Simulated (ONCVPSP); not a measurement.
**Pseudopotential generation for Au: ONCV, PBE, scalar-relativistic.**

```json
{
  "Element": "gold (Au)",
  "Generator": "ONCVPSP 4.0.1",
  "Type": "optimised norm-conserving Vanderbilt (ONCV)",
  "Functional": "PBE",
  "Relativity": "scalar-relativistic",
  "Frozen core": "[Kr] 4d10 4f14",
  "Valence charge": "19",
  "Reference configuration": "5s2 5p6 5d9 (charge +2)",
  "Partial waves": "5s: rc 1.25 bohr, ncon 4, nbas 8, qcut 7.6 1/bohr, 2 projectors, debl 0.5 Ha; 5p: rc 1.25 bohr, ncon 4, nbas 8, qcut 5.3 1/bohr, 1 projector; 5d: rc 1.35 bohr, ncon 4, nbas 9, qcut 8.3 1/bohr, 2 projectors, debl 2.9 Ha",
  "Local potential": "polynomial inside 0.85 bohr (lpopt 2, dvloc0 2 Ha)",
  "Core correction": "Teter function, fcfact 3.25, rcfact 1.15"
}
```

In the s channel the program set the typed energies aside and used -4.778, 0.250 Ha.

Calculated quality:

```json
{"Cutoffs needed": "115 Ha and 137 Ha (the cutoffs (Ha) at which the residual kinetic energy of the hardest occupied pseudo-wave falls to 1 and 0.1 mHa per electron)", "Ghost test": "no bound ghost flagged; GHOST(+) flagged for s at 254.8 eV", "Largest excitation error": "+7.8 meV (all-electron minus pseudo) for 5s2 5p6 5d10 6s1, out of 4 test configurations", "rms error of d²Exc/dni dnj": "7.06 mHa without and 2.99 mHa with the model core"}
```

Generation and tests took about 5.3 s on one core of a shared server CPU.
